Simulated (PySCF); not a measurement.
## How methods differ on the ionisation energy of Ba(39+)

Ba(39+) [Ne] 3s2 3p5 (2P) → Ba(40+) [Ne] 3s2 3p4 (3P), as a difference of total energies. All numbers are calculated (PySCF 2.14, scalar relativity by spin-free X2C-1e, in an uncontracted even-tempered set (18 s from 6.9 bohr⁻², ratio 2.5; 12 p from 9 bohr⁻², ratio 2.5; 5 d from 40 bohr⁻², ratio 2.7; 4 f from 60 bohr⁻², ratio 2.7)). Correlated levels: outer shells: 1s2 frozen; virtual orbitals above 40 to 60 times the deepest correlated orbital energy dropped. The calculations carry no spin-orbit coupling.

```json
{"method": "UHF", "ionisation energy (eV)": "2928.7"}
{"method": "LDA", "ionisation energy (eV)": "2930.8"}
{"method": "PBE", "ionisation energy (eV)": "2931.2"}
{"method": "PBE0", "ionisation energy (eV)": "2931.1"}
{"method": "r2SCAN", "ionisation energy (eV)": "2931.4"}
{"method": "MN15", "ionisation energy (eV)": "2938.3"}
{"method": "PBEsol", "ionisation energy (eV)": "2930.6"}
{"method": "MP2 (outer shells)", "ionisation energy (eV)": "2929.7"}
{"method": "SCS-MP2 (outer shells)", "ionisation energy (eV)": "2929.7"}
```

Spin-orbit coupling is strong in these open shells (close to jj coupling). The scalar numbers leave it out and a first-order estimate fails, so it can dominate the gap to the real levels.

Breit and QED terms and the two-electron picture change are absent.

For comparison: 2901 ± 4 eV (theoretical estimate listed by NIST; NIST Atomic Spectra Database, ionization energies).
